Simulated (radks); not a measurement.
Values are calculated unless marked as measured or tabulated.
Problem. Radial electron density D(r) = 4 pi r^2 rho(r) of an atom or ion with 5 electrons. Code: a radial shooting solver on a logarithmic mesh with Libxc functionals. Model: non-relativistic Kohn-Sham, SCAN, spin-unpolarised, spherical densities, point nucleus; meta-GGA in the generalised Kohn-Sham scheme.

r (bohr),D(r) (e/bohr)
0.002403,0.7709
0.002688,0.9503
0.003006,1.169
0.003336,1.415
0.003731,1.734
0.004173,2.121
0.00463,2.549
0.005179,3.100
0.005793,3.756
0.006428,4.474
0.00719,5.379
0.007978,6.356
0.008923,7.570
0.009981,8.962
0.01107,10.42
0.01239,12.18
0.01385,14.11
0.01537,16.05
0.0172,18.25
0.01923,20.53
0.02134,22.64
0.02387,24.81
0.0267,26.77
0.02963,28.27
0.03314,29.43
0.03706,29.98
0.04113,29.84
0.046,28.95
0.05145,27.28
0.05709,25.12
0.06386,22.30
0.07085,19.45
0.07925,16.43
0.08864,13.80
0.09836,11.97
0.11,10.83
0.1231,10.58
0.1365,11.03
0.1527,11.96
0.1708,12.92
0.1895,13.46
0.212,13.36
0.2371,12.40
0.2631,10.79
0.2943,8.563
0.3292,6.187
0.3653,4.174
0.4086,2.450
0.457,1.271
0.5071,0.6107
0.5672,0.2398
0.6293,0.08668
0.7039,0.02424
0.7873,0.005522
0.8736,0.001140
0.9771,0.0001633

What is the nuclear charge?

Solution. Z = 26. The innermost maximum, from 1s, lies near 1/Z = 0.0385 bohr (found: 0.0383), and its height grows with Z. The density is that of the iron ion Fe21+ in [He] 2s2 2p1; the configuration itself is not fixed sharply by these data, and Z only to about a unit. D(r) has 2 maxima, at r = 0.0383, 0.197 bohr, and minima at 0.120 bohr, inside which lie 2.18 electrons.
